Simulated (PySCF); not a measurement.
**CuF⁻: energy against distance**

Set-up: Cu aug-cc-pVDZ-PP with ECP10, F aug-cc-pVDZ; scalar-relativistic core potentials (PySCF 2.14). Energies in eV from Cu (3d10 4s1) + F⁻ in their ground configurations at the same level. State: ²Σ⁺ (doublet), unpaired electrons σ ↑.

| R (Å) | PBE0 |
| --- | --- |
| 1.588 | -1.398 |
| 1.661 | -1.781 |
| 1.735 | -1.976 |
| 1.791 | -2.039 |
| 1.846 | -2.053 |
| 1.901 | -2.031 |
| 1.975 | -1.965 |
| 2.067 | -1.847 |
| 2.178 | -1.680 |
| 2.326 | -1.450 |

**Question.** Put a parabola through the three lowest points of the PBE0 curve and estimate Re, k and ωe (reduced mass 14.59 u; 1 eV/Å² = 0.16022 mdyn/Å; ωe = 1302.8·√(k/μ) cm⁻¹).

**Answer.** Through R = 1.791, 1.846, 1.901 Å the second-order coefficient is 5.95 eV/Å², so Re ≈ 1.840 Å, k ≈ 1.91 mdyn/Å and ωe ≈ 471 cm⁻¹. A polynomial fit of higher order to the unrounded PBE0 energies gives Re = 1.837 Å, k = 1.94 mdyn/Å, ωe = 475 cm⁻¹; anharmonicity and rounding make the difference.

The higher-order fit for each curve: PBE0: Re = 1.837 Å, ωe = 475 cm⁻¹, De = 2.05 eV.

For an ion De counts to the pair picked by the measured ionisation energies or electron affinities, which need not be the lowest pair at this level. The highest Kohn–Sham level is positive in this anion. Much of that is self-interaction error, but it also means that the finite basis helps to hold the extra electron. With d or f electrons several states lie close, and the lowest PBE0 determinant need not be the measured ground state.
